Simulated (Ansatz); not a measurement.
Geometry optimisation, Ansatz 0.2.0, RKS B3LYP/def2-SVP.

The input (input.yaml):

```yaml
crystal:
  periodic: [false, false, false]
  atoms:
    - { symbol: C, position_ang: [-1.1672, 1.2284, -1.4647] }
    - { symbol: "N", position_ang: [-0.4367, 0.9955, -0.4959] }
    - { symbol: B, position_ang: [-0.1081, -0.4179, -0.1236] }
    - { symbol: F, position_ang: [-0.5357, -1.5344, -0.8477] }
    - { symbol: Si, position_ang: [1.1171, -0.7409, 1.3705] }
    - { symbol: H, position_ang: [-1.4383, 2.3248, -1.7099] }
    - { symbol: H, position_ang: [-1.6383, 0.4952, -2.082] }
    - { symbol: H, position_ang: [1.5389, 0.50963, 1.97915] }
    - { symbol: H, position_ang: [2.34412, -1.50256, 0.86909] }
    - { symbol: H, position_ang: [0.48827, -1.56714, 2.40752] }
basis:
  gaussian: { orbitals: def2-SVP }
hamiltonian:
  xc: b3lyp
relax:
  f_tol: 0.015
  max_steps: 40
```

Launched with:

```bash
$ ansatz run input.yaml --threads 2 --pin off --max-ram 3072MiB --backend cpu --events-out ev --progress --plain --runs-dir out
```

Q: Where does it end, and by what steps?

A: It converged. The force dipped under the threshold on the way, but the program's further checks kept it going. After 37 steps the energy has fallen by 0.954 eV; H7 moved furthest, 1.58 Å.

```csv
step,energy less start (eV),largest force component (eV/Å),accepted
0,0.0000,3.026,yes
2,-0.1131,2.124,no
4,-0.3402,0.138,yes
6,-0.3775,0.508,yes
8,-0.5329,0.573,yes
10,-0.6969,0.896,yes
12,-0.8596,0.899,yes
14,-0.9339,0.130,yes
16,-0.9158,0.954,no
18,-0.9447,0.133,yes
20,-0.9477,0.073,yes
22,-0.9515,0.071,yes
24,-0.9526,0.058,yes
26,-0.9530,0.103,no
28,-0.9528,0.106,no
30,-0.9539,0.062,yes
32,-0.9541,0.049,yes
34,-0.9542,0.025,yes
36,-0.9543,0.028,no
37,-0.9544,0.014,yes
```

```xyz
10
Properties=species:S:1:pos:R:3
C -0.977 1.348 -1.478
N -0.756 0.312 -0.819
B -0.450 -0.790 -0.057
F -1.188 -1.911 -0.174
Si 1.117 -0.718 1.245
H -1.658 2.140 -1.114
H -0.509 1.527 -2.465
H 1.787 0.619 1.221
H 2.140 -1.754 0.902
H 0.659 -0.982 2.644
```

The run took 71 s on 2 threads of Intel(R) Xeon(R) Platinum 8488C (Sapphire Rapids) (shared host), peak memory 0.22 GiB.
